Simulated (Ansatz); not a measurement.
Basis-set extrapolation for ClH5O2Si2 (`O[SiH2]O[SiH2]Cl`) (PBE0-D4/def2-TZVP geometry, frozen core, Ansatz 0.2.0). Multiplicity 1, RHF reference.

|  | def2-TZVPP | def2-QZVPP |
| --- | --- | --- |
| HF | -1190.324214 | -1190.363851 |
| MP2 correlation | -0.903716 | -0.982080 |
| CCSD(T) correlation | -0.984264 | not run |

Energies in hartree. Use E(X) = E(∞) + A·exp(−7.88·√X) for Hartree–Fock and E(X) = E(∞) + B·X^(−2.97) for correlation, with X = 3 and 4, and add CCSD(T) minus MP2 of the smaller set to the MP2 limit.

Question: What is the CCSD(T) energy at the basis-set limit?

Answer: HF limit: -1190.363851 + (-0.039637) × 0.13774 = -1190.36931. MP2 limit: -0.982080 + (-0.078364) × 0.74074 = -1.04013. Higher-order term: -0.984264 − (-0.903716) = -0.08055. Total: -1191.48999 hartree, 476.6 kJ/mol below CCSD(T)/def2-TZVPP.
